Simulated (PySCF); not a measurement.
J couplings in C7H6F4

Geometry (Å), atoms numbered from 1 in this order:
```xyz
17

C     3.1961    0.5901   -0.5800
C     1.7944    0.2569   -0.4029
C     0.6215   -0.0067   -0.2553
C    -0.7957   -0.3304   -0.0534
C    -1.0032   -1.8241    0.1637
F    -1.5160    0.0447   -1.1692
C    -1.3181    0.4522    1.1303
F    -0.7314    0.1247    2.2836
C    -2.2670    1.3888    1.1498
F    -2.9258    1.8297    0.1139
F    -2.6370    1.9901    2.2542
H     3.3128    1.4135   -1.3014
H     3.7706   -0.2730   -0.9497
H     3.6429    0.9130    0.3732
H    -0.5882   -2.3765   -0.6901
H    -2.0796   -2.0301    0.2465
H    -0.4976   -2.1498    1.0820
```

Method: B3LYP/pcJ-1 (spin–dipole term only in couplings to heteroatoms)//PBE0-D3(BJ)/def2-SVP, PySCF 2.14.0 with density-fitted response routines; isolated molecule, single conformer, non-relativistic. Couplings are averaged over pairs made equivalent by symmetry, fast rotation or ring inversion, so a value needn't be that of the named pair in this geometry, while other rotamers aren't included; one pair stands for each set, and the list holds a selection of those of at least 0.8 Hz over up to four bonds, among pairs with at least one F or H atom (others weren't computed). One-bond C–F couplings come out tens of Hz too large with common functionals.

Isotopes: ¹³C, ¹⁹F, ¹H.

| pair | bonds | J (Hz) |
| --- | --- | --- |
| C1, H12 | 1 | 138.7 |
| C4, F6 | 1 | ? |
| C5, H15 | 1 | 138.4 |
| C7, F8 | 1 | ? |
| C9, F10 | 1 | -368.1 |
| C9, F11 | 1 | -362.8 |
| C2, H12 | 2 | -11.0 |
| C3, F6 | 2 | 27.9 |
| C4, H15 | 2 | ? |
| F6, C7 | 2 | 32.2 |
| C7, F10 | 2 | 39.6 |
| C7, F11 | 2 | ? |
| F8, C9 | 2 | 44.7 |
| H12, H13 | 2 | -18.3 |
| H15, H16 | 2 | -13.8 |
| C2, F6 | 3 | 8.4 |
| C3, F8 | 3 | -4.1 |
| C3, H12 | 3 | 5.7 |
| C3, H15 | 3 | 4.8 |
| C4, F10 | 3 | -3.1 |
| C5, F8 | 3 | ? |
| C7, H15 | 3 | 3.6 |
| C1, F6 | 4 | ? |
| C3, F10 | 4 | ? |
| C3, F11 | 4 | 4.2 |
| C5, F11 | 4 | ? |

Question: Estimate the withheld couplings, with signs.

Answer: 
- ¹J(C4,F6) = -231.8 Hz (bond length 1.380 Å)
- ¹J(C7,F8) = -303.2 Hz (bond length 1.335 Å)
- ²J(C4,H15) = -3.8 Hz (mean over equivalent pairs that range from -6.1 to 0.7 Hz in this conformer)
- ²J(C7,F11) = 21.4 Hz (angle at C9 122°)
- ³J(C5,F8) = -1.6 Hz (dihedral angle 59°)
- ⁴J(C1,F6) = -3.4 Hz
- ⁴J(C3,F10) = 3.4 Hz
- ⁴J(C5,F11) = 3.4 Hz
